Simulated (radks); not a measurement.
Q: All-electron atom: Ta3+ in [Xe] 4f14 5d2 (the NIST ground configuration). All-electron calculation, non-relativistic Kohn-Sham, PBE, spin-polarised, spherical densities, point nucleus; open shells are filled with parallel spins first (spin-orbit coupling, left out, can overturn this in heavy ions); relativity is left out, which matters for an element this heavy. Program: a radial shooting solver on a logarithmic mesh with Libxc functionals. Some entries of the table are withheld. Estimate them.

orbital  occ.  eigenvalue (eV)  <r^2> (bohr^2)  <1/r> (bohr^-1)
1s down     1        -61990.95       0.0005756            72.45
1s up       1        -61990.94       0.0005756            72.45
2s up       1        -10179.04        0.009023            16.98
2s down     1        -10178.94        0.009023            16.98
2p up       3        -9751.594        0.006675            17.01
2p down     3        -9751.516        0.006675            17.01
3s up       1        -2332.821         0.05673            6.518
3s down     1        -2332.797         0.05673            6.518
3p up       3        -2135.460         0.05252            6.468
3p down     3        -2135.433         0.05252            6.468
3d up       5        -1767.642         0.04094            6.388
3d down     5        -1767.581         0.04094            6.388
4s up       1        -483.5409          0.2805            2.804
4s down     1        -483.4733          0.2805            2.804
4p up       3        -401.6296          0.2917            2.711
4p down     3        -401.5576          0.2916            2.710
4d up       5        -252.7245          0.3198            2.510
4d down     5        -252.6326          0.3196            2.510
5s up       1         -88.1859           1.614            1.093
5s down     1         -87.0020           1.599            1.099
5p up       3         -64.9466           1.984           0.9796
5p down     3         -63.5703           1.966           0.9863
4f up       7         -60.0456          0.4799            2.052
4f down     7         -59.8354          0.4741            2.057
5d up       2         -30.6867           3.762           0.7073
5d down     0         -29.0485           3.779           0.7085
6s up       0              (1)           9.179           0.4426
6s down     0              (2)           9.180           0.4413
6p up       0         -19.9519           12.13           0.3843

A: 
(1) 6s up eigenvalue (eV): -25.4267
(2) 6s down eigenvalue (eV): -24.0767
